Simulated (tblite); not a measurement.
Compound: C5H10F2GeSi.
SMILES with atom numbers: `[CH3:1][C:2]#[C:3][C:4]([F:5])([F:6])[C@H:7]([SiH3:8])[GeH3:9]` (hydrogens: H10, H11, H12 on C1; H13 on C7; H14, H15, H16 on Si8; H17, H18, H19 on Ge9)

Computed with GFN2-xTB (tblite), gas phase: L-BFGS steps from a force-field or distance-geometry start until the largest atomic force falls under 0.01 eV/Å.

Step 17: E = -785.4067 eV
```
atom  x, y, z in Å  |  force x, y, z in eV/Å
C1      3.6142   -0.4503   -1.1018   -0.063   0.038   0.010
C2      2.4013    0.0243   -0.4746    0.018  -0.005  -0.021
C3      1.3765    0.4159    0.0140   -0.035  -0.140   0.000
C4      0.1119    0.7601    0.6441    0.028   0.105  -0.042
F5      0.3010    0.9705    1.9968   -0.023  -0.004  -0.008
F6     -0.3423    1.9811    0.1968   -0.015   0.030   0.022
C7     -0.9753   -0.2612    0.4473    0.071   0.037  -0.131
Si8    -1.3561   -0.5552   -1.3997    0.000   0.048  -0.004
Ge9    -2.6130    0.3866    1.3628   -0.031  -0.013   0.003
H10     4.3551    0.3520   -1.1507   -0.103  -0.117   0.009
H11     3.3843   -0.7956   -2.1136    0.058   0.057   0.112
H12     4.0207   -1.2853   -0.5255   -0.032   0.117  -0.057
H13    -0.6227   -1.1853    0.9043   -0.052  -0.079   0.057
H14    -0.2397   -1.2538   -2.0422    0.015  -0.005   0.053
H15    -1.5866    0.7312   -2.0539    0.015   0.008   0.004
H16    -2.5732   -1.3649   -1.4471   -0.010  -0.061  -0.011
H17    -3.4890   -0.8210    1.5260   -0.032   0.030   0.026
H18    -2.4081    0.9986    2.7109    0.104  -0.033  -0.030
H19    -3.3687    1.3616    0.5137    0.088  -0.012   0.009
```

Step 18: E = -785.4111 eV
```
atom  x, y, z in Å  |  force x, y, z in eV/Å
C1      3.6153   -0.4454   -1.1001   -0.104   0.009   0.025
C2      2.4012    0.0261   -0.4714    0.010   0.034  -0.008
C3      1.3725    0.4132    0.0137   -0.038  -0.102   0.027
C4      0.1068    0.7595    0.6435   -0.001   0.051  -0.074
F5      0.2898    0.9701    1.9971    0.002   0.005  -0.044
F6     -0.3524    1.9792    0.1929    0.029  -0.016   0.047
C7     -0.9794   -0.2650    0.4447    0.068   0.010  -0.120
Si8    -1.3553   -0.5586   -1.4050    0.024   0.065   0.026
Ge9    -2.6130    0.3844    1.3680    0.009  -0.007  -0.029
H10     4.3596    0.3549   -1.1521   -0.145  -0.145   0.018
H11     3.3775   -0.7931   -2.1090    0.082   0.069   0.087
H12     4.0176   -1.2841   -0.5256   -0.010   0.134  -0.053
H13    -0.6300   -1.1906    0.9040   -0.035  -0.043   0.030
H14    -0.2352   -1.2550   -2.0450    0.010  -0.001   0.057
H15    -1.5804    0.7313   -2.0556    0.007  -0.010   0.005
H16    -2.5680   -1.3739   -1.4588   -0.019  -0.054  -0.010
H17    -3.4989   -0.8156    1.5364   -0.023   0.047   0.022
H18    -2.3860    1.0004    2.7087    0.086  -0.039   0.000
H19    -3.3516    1.3716    0.5213    0.047  -0.008  -0.005
```

Task: Estimate the geometry and energy of step 19. (The exact step hangs on the optimiser's Hessian estimate; all steps are aligned on step 18, rigid shifts and turns removed.)

Result: E = -785.4150 eV, largest force 0.174 eV/Å
```
atom  x, y, z in Å  |  force x, y, z in eV/Å
C1      3.6142   -0.4408   -1.0979   -0.112  -0.018   0.032
C2      2.4010    0.0288   -0.4681   -0.020   0.064   0.010
C3      1.3682    0.4090    0.0139   -0.042  -0.045   0.045
C4      0.1021    0.7593    0.6416   -0.033  -0.023  -0.071
F5      0.2793    0.9697    1.9964    0.026   0.011  -0.068
F6     -0.3616    1.9770    0.1898    0.065  -0.037   0.050
C7     -0.9818   -0.2689    0.4405    0.031  -0.022  -0.063
Si8    -1.3542   -0.5612   -1.4099    0.028   0.048   0.034
Ge9    -2.6126    0.3824    1.3724    0.063  -0.001  -0.054
H10     4.3612    0.3551   -1.1532   -0.136  -0.105   0.027
H11     3.3726   -0.7895   -2.1033    0.075   0.056   0.016
H12     4.0147   -1.2806   -0.5266    0.016   0.099  -0.016
H13    -0.6374   -1.1964    0.9039   -0.015   0.008  -0.008
H14    -0.2308   -1.2559   -2.0468    0.006   0.003   0.056
H15    -1.5744    0.7312   -2.0571   -0.003  -0.015   0.001
H16    -2.5632   -1.3831   -1.4702   -0.009  -0.034  -0.006
H17    -3.5087   -0.8094    1.5468   -0.014   0.059   0.017
H18    -2.3637    1.0014    2.7070    0.068  -0.048   0.017
H19    -3.3348    1.3811    0.5285    0.007   0.000  -0.018
```

The energy changes by -0.0039 eV. The first-order estimate −F·Δx gives -0.0055 eV and the mean of the old and new forces, exact on a quadratic surface, -0.0039 eV. The step makes an angle of 73° with the force vector and moves no atom by more than 0.022 Å.

What follows is the cost of the whole relaxation. The run took 1.2 s on Arm Neoverse N1, one thread, shared host.
